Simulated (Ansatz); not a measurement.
`Br/C=C1\CO1` + NH₃ → `N/C=C1/CO1` + HBr at 700 K and 1 bar (substitution at a C–Br bond).

Isolated molecules relaxed with PBE0-D4/def2-TZVP in Ansatz; ΔE leaves out vibrations. CBS: MP2 limit from def2 TZ/QZ plus the TZ coupled-cluster correction, frozen cores. This one scheme is used for every species. Double bonds are as drawn, so ΔE can hold a change between cis and trans. For Br outer-core shells are correlated without core-valence functions, which leaves a few kJ/mol of doubt a bond. Scalar relativity is left out up to krypton. Each species was taken in one conformer, which may not be the lowest.

```json
{"species": "`Br/C=C1\\CO1`", "CCSD(T)/CBS energy (Eh)": "-2764.35949", "H − E (kJ/mol)": "196.7", "S (J/(mol·K))": "401.3"}
{"species": "NH₃", "CCSD(T)/CBS energy (Eh)": "-56.50880", "H − E (kJ/mol)": "116.9", "S (J/(mol·K))": "226.5"}
{"species": "`N/C=C1/CO1`", "CCSD(T)/CBS energy (Eh)": "-246.94758", "H − E (kJ/mol)": "274.1", "S (J/(mol·K))": "400.0"}
{"species": "HBr", "CCSD(T)/CBS energy (Eh)": "-2573.91920", "H − E (kJ/mol)": "36.5", "S (J/(mol·K))": "223.7"}
```

H − E and S are ideal-gas, rigid-rotor, harmonic terms from PBE0-D4/def2-TZVP, for one conformer and one mirror image of each species. 1 Eh = 2625.50 kJ/mol, R = 8.31446 J/(mol·K).

Q: By hand: ΔE, ΔH, ΔS and ΔG.

A: ΔE = (-246.94758) + (-2573.91920) − (-2764.35949) − (-56.50880) = 0.00151 Eh = 4.0 kJ/mol. Δ(H − E) = 274.1 + 36.5 − 196.7 − 116.9 = -3.0, so ΔH = 1.0 kJ/mol. ΔS = 400.0 + 223.7 − 401.3 − 226.5 = -4.1 J/(mol·K). ΔG = 1.0 − 700 × (-4.1)/1000 = 3.9 kJ/mol.

Q: By hand: the equilibrium constant, and the temperature at which ΔG would vanish if ΔH and ΔS stayed fixed.

A: log₁₀ K = −ΔG/(RT ln 10) = -0.3. ΔH and −TΔS have one sign here, so there is no such temperature. One of them is within its doubt of zero, so this could turn.

TΔS isn't small against ΔH here. The sign of ΔG lies within the doubt. A doubt of 5 kJ/mol in ΔE shifts log₁₀ K by 0.4 here. Other conformers and mirror images would add mixing entropy, several J/(mol·K) or more a flexible species. These are equilibria of isolated gas molecules and say nothing of rates. Largest T1 diagnostic: 0.013 (customary marks: 0.02 for closed shells, 0.045 for open ones).
